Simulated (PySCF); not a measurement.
## Polarisability and C₆ of Pb+ (lead, charge +1)

[Xe] 4f14 5d10 6s2 6p1, 2P determinant. Computed with PySCF 2.14 in aug-cc-pwCVTZ-DK3, with scalar relativity by spin-free X2C-1e. Coupled (time-dependent) response in atomic units; α is the mean over directions.

```
method  mean α (bohr³)         α xx, yy, zz  C₆ (like pair)  S(−4)
   UHF           28.61  25.63, 34.58, 25.63           251.8  261.6
```

S(−4) is the Cauchy moment in α(ω) = α(0) + S(−4) ω² + …

Spin-orbit coupling is absent.

α(iu) at UHF:

```csv
u (hartree),α(iu) (bohr³)
0,28.61
0.0500,27.98
0.100,26.29
0.200,21.56
0.300,17.11
0.500,11.21
0.750,7.477
1.00,5.515
1.50,3.523
2.00,2.503
3.00,1.467
5.00,0.6769
```

For an ion, C₆ is the dispersion term alone; charge-induced terms of lower order in 1/R come first.

The components differ because the open shell of this determinant is not spherical; for a pure term their mean is the scalar polarisability.

Spin-orbit coupling, absent here, splits the open shell strongly.
